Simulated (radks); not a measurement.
Results of a calculation; reference values are marked as such.
Question: The mean radii <r> (bohr) of the occupied orbitals of an atom or ion are listed with their occupations. Code: a radial shooting solver on a logarithmic mesh with Libxc functionals. Model: non-relativistic Kohn-Sham, TPSS, spin-polarised, spherical densities, point nucleus; meta-GGA in the generalised Kohn-Sham scheme.

| orbital | occ. | <r> |
|---|---|---|
| 1s down | 1 | 0.01941 |
| 1s up | 1 | 0.01941 |
| 2s up | 1 | 0.08180 |
| 2s down | 1 | 0.08180 |
| 2p up | 3 | 0.06916 |
| 2p down | 3 | 0.06916 |
| 3s up | 1 | 0.2061 |
| 3s down | 1 | 0.2059 |
| 3p up | 3 | 0.1965 |
| 3p down | 3 | 0.1962 |
| 3d up | 5 | 0.1719 |
| 3d down | 5 | 0.1716 |
| 4s up | 1 | 0.4363 |
| 4s down | 1 | 0.4371 |
| 4p up | 3 | 0.4369 |
| 4p down | 3 | 0.4380 |
| 4d up | 5 | 0.4345 |
| 4d down | 5 | 0.4360 |
| 4f up | 6 | 0.4181 |

Name the element and its charge. Open shells, if any, are filled with parallel spins first.

Answer: Z = 78, platinum, charge +26: Pt26+ in [Kr] 4d10 4f6. The 1s radius gives Z: for a bare nucleus <r> = 1.5/Z, 0.01923 bohr for Z = 78, and screening makes it slightly larger (0.01941 here). The occupations add up to 52, and the charge is Z minus that.
